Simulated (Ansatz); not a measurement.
Z-matrix (Å, degrees):
```
Sn
Cl 1 2.3607
Cl 1 2.3607 2 107.62
Cl 1 2.3608 2 107.61 3 115.72
```
Charge 0, spin multiplicity 2.

All values below come from frozen-core CCSD(T)/def2-TZVPP // B3LYP-D3(BJ)/def2-TZVP (Ansatz, a quantum-chemistry and plane-wave program).

```json
{
  "HF energy": "-1592.02146 Ha",
  "MP2 correlation energy": "-0.85250 Ha"
}
```

Q: Estimate the CCSD correlation energy, the (T) correction, the total energy and the T1 diagnostic.

A: 
```
Quantity                         Result
-----------------------  --------------
CCSD correlation energy     -0.89114 Ha
(T) correction              -0.03645 Ha
CCSD(T) total energy     -1592.94904 Ha
T1 diagnostic                     0.016
```
